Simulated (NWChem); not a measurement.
System: C$_{3}$H$_{4}$BrF; SMILES F[C@@H]1C[C@H]1Br

Parts of the log:

```
             Northwest Computational Chemistry Package (NWChem) 7.3.0
             --------------------------------------------------------

                             Geometry "geometry" -> ""
                             -------------------------

 Output coordinates in angstroms (scale by  1.889725989 to convert to a.u.)

  No.       Tag          Charge          X              Y              Z
 ---- ---------------- ---------- -------------- -------------- --------------
    1 F                    9.0000     0.70748900     2.68321400     0.09695600
    2 C                    6.0000     0.14347800     1.54961600    -0.42478900
    3 C                    6.0000    -1.28486700     1.23969600    -0.07988500
    4 C                    6.0000    -0.15304300     0.43818500     0.52195600
    5 Br                  35.0000     0.15333300    -1.40729200     0.00269400
    6 H                    1.0000     0.51343300     1.32512100    -1.42134400
    7 H                    1.0000    -1.80356200     1.91309100     0.59734900
    8 H                    1.0000    -1.90428500     0.78647800    -0.84798600
    9 H                    1.0000     0.07967700     0.59276100     1.56916300

 Effective nuclear repulsion energy (a.u.)     309.4727855819

                                 NWChem DFT Module
                                 -----------------

 Summary of "ao basis" -> "ao basis" (spherical)
 ------------------------------------------------------------------------------
       Tag                 Description            Shells   Functions and Types
 ---------------- ------------------------------  ------  ---------------------
 F                           6-31g*                  6       14   3s2p1d
 C                           6-31g*                  6       14   3s2p1d
 Br                          6-31g*                 12       32   5s4p3d
 H                           6-31g*                  2        2   2s

 in cosmo_initialize ...
 calling solv_data for solv:propnol2

 solvent parameters
 solvname_short: propnol2
 solvname_long:  2-propanol
 dielec:       19.2640
 dielecinf:     1.8978
 nonaqueous SMD model solvent descriptors
 dielec:       19.2640
 sola:          0.3300
 solb:          0.5600
 solc:          0.0000
 solg:         30.1300
 solh:          0.0000
 soln:          1.3776

[...]

                                COSMO-SMD solvation results
                                ---------------------------

             internal energy in gas <Psi(g)|H|Psi(g)> =     -2790.277768421921
         internal energy in solvent <Psi(s)|H|Psi(s)> =     -2790.277105610760
                               delta internal energy  =         0.000662811161 (    0.42 kcal/mol)
   total free energy in solvent <Psi(s)|H+V/2|Psi(s)> =     -2790.284101139857
 polarization energy contribution <Psi(s)|V/2|Psi(s)> =        -0.006995529097 (   -4.39 kcal/mol)
    total free energy in solvent including G(SMD-CDS) =     -2790.287712230480
                       G(SMD-CDS) energy contribution =        -0.003611090623 (   -2.27 kcal/mol)
     1 M fixed-concentration free energy of solvation =        -0.009943808559 (   -6.24 kcal/mol)

                       DFT Final Molecular Orbital Analysis
                       ------------------------------------

 Vector   31  Occ=2.000000D+00  E=-3.788998D-01
              MO Center= -1.2D-01,  2.2D-01, -9.1D-02, r^2= 3.9D+00
   Bfn.  Coefficient  Atom+Function         Bfn.  Coefficient  Atom+Function
  ----- ------------  ---------------      ----- ------------  ---------------
    69      0.507910  5 Br pz                17     -0.252218  2 C  px
    65     -0.229261  5 Br pz                 3      0.217366  1 F  px
    73      0.213405  5 Br pz                32      0.180769  3 C  py
    31      0.174149  3 C  px                 7      0.169435  1 F  px
    46     -0.148217  4 C  py                68      0.135746  5 Br py

 Vector   32  Occ=2.000000D+00  E=-3.395426D-01
              MO Center= -7.2D-02, -4.0D-01,  6.2D-03, r^2= 3.6D+00
   Bfn.  Coefficient  Atom+Function         Bfn.  Coefficient  Atom+Function
  ----- ------------  ---------------      ----- ------------  ---------------
    69      0.515383  5 Br pz                67      0.313386  5 Br px
    73      0.245601  5 Br pz                65     -0.230487  5 Br pz
    68     -0.205909  5 Br py                32     -0.198835  3 C  py
    17      0.188625  2 C  px                 3     -0.147051  1 F  px
    71      0.146520  5 Br px                63     -0.139799  5 Br px

 Vector   33  Occ=2.000000D+00  E=-3.281382D-01
              MO Center=  2.2D-02, -4.5D-01,  3.0D-02, r^2= 3.3D+00
   Bfn.  Coefficient  Atom+Function         Bfn.  Coefficient  Atom+Function
  ----- ------------  ---------------      ----- ------------  ---------------
    67      0.567170  5 Br px                71      0.273466  5 Br px
    63     -0.252716  5 Br px                45     -0.240407  4 C  px
    69     -0.211685  5 Br pz                68      0.180228  5 Br py
    18      0.152350  2 C  py                19     -0.150262  2 C  pz
    31      0.131776  3 C  px                49     -0.127715  4 C  px

 Vector   34  Occ=0.000000D+00  E= 3.429042D-02
              MO Center= -4.0D-02, -5.9D-01,  5.1D-02, r^2= 3.5D+00
   Bfn.  Coefficient  Atom+Function         Bfn.  Coefficient  Atom+Function
  ----- ------------  ---------------      ----- ------------  ---------------
    48      0.785185  4 C  s                 72     -0.743096  5 Br py
    50     -0.573994  4 C  py                68     -0.436469  5 Br py
    70     -0.434125  5 Br s                 46     -0.363609  4 C  py
    94     -0.270817  8 H  s                 66      0.245248  5 Br s
    90     -0.214244  6 H  s                 73     -0.198162  5 Br pz

[...]
```

Level: M05-2X/6-31G* (spherical d), SMD on the gas-phase geometry. Coordinates come from a B3LYP/6-31G* (spherical d) optimisation. Solvent: 2-propanol.

Task: Write an input that gives this output.

Result: Several could match; the one computed here: the input that was run:
```
start job
memory heap 200 mb stack 900 mb global 1100 mb
geometry units angstroms noautosym nocenter noautoz
  F      0.707489     2.683214     0.096956
  C      0.143478     1.549616    -0.424789
  C     -1.284867     1.239696    -0.079885
  C     -0.153043     0.438185     0.521956
  Br     0.153333    -1.407292     0.002694
  H      0.513433     1.325121    -1.421344
  H     -1.803562     1.913091     0.597349
  H     -1.904285     0.786478    -0.847986
  H      0.079677     0.592761     1.569163
end
basis spherical
  * library 6-31g*
end
dft
  xc m05-2x
  iterations 150
end
cosmo
  do_cosmo_smd true
  solvent propnol2
end
task dft energy
```
